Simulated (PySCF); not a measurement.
All of these have the formula CH9NSi2. Theory: PySCF, TDDFT wB97X-D/def2-SVPD, vertical, gas phase, core orbitals frozen in the response. Geometries: PBE0-D3(BJ)/def2-SVP; one conformer of each isolated species. Triplets are in the Tamm–Dancoff approximation.

**Question.** Rank by computed lowest singlet excitation energy, lowest first.
A. `CN[SiH2][SiH3]`
B. `[Si@@H]([SiH3])(N)C`
C. `N([SiH3])([SiH3])C`
D. `N[SiH2]C[SiH3]`

**Answer.** A (5.66 eV), C (6.07 eV), B (6.31 eV), D (6.58 eV).

```tsv
SMILES	S1 (eV)	α (au)	first f ≥ 0.01 (nm)	gap (eV)	LUMO (eV)	S1 mainly
CN[SiH2][SiH3]	5.66	80.4	189	10.27	1.67	H→L (94%)
CN([SiH3])[SiH3]	6.07	75.4	182	10.63	1.77	H→L (93%)
C[Si@@H](N)[SiH3]	6.31	79.9	180	10.98	1.84	H→L (86%)
N[SiH2]C[SiH3]	6.58	76.1	188	11.22	1.89	H→L (75%)
```

H and L stand for HOMO and LUMO.

- `CN[SiH2][SiH3]`: Löwdin shares by element: HOMO nitrogen 51%, silicon 12% or more, carbon 10%, hydrogen 7% or more (atoms not listed hold the other 20%); LUMO silicon 46%, hydrogen 9% or more, carbon 8% (atoms not listed hold the other 37%).
- `CN([SiH3])[SiH3]`: Löwdin shares by element: HOMO nitrogen 52%, silicon 17%, carbon 9% (atoms not listed hold the other 23%); LUMO silicon 44%, carbon 11%, nitrogen 5% (atoms not listed hold the other 39%).
- `C[Si@@H](N)[SiH3]`: Löwdin shares by element: HOMO nitrogen 42%, silicon 32%, hydrogen 12% or more; LUMO silicon 44%, nitrogen 11%, hydrogen 10% or more (atoms not listed hold the other 34%).
- `N[SiH2]C[SiH3]`: Löwdin shares by element: HOMO nitrogen 56%, hydrogen 16% or more, silicon 14% or more; LUMO silicon 45%, hydrogen 9% or more, nitrogen 8% (atoms not listed hold the other 37%).
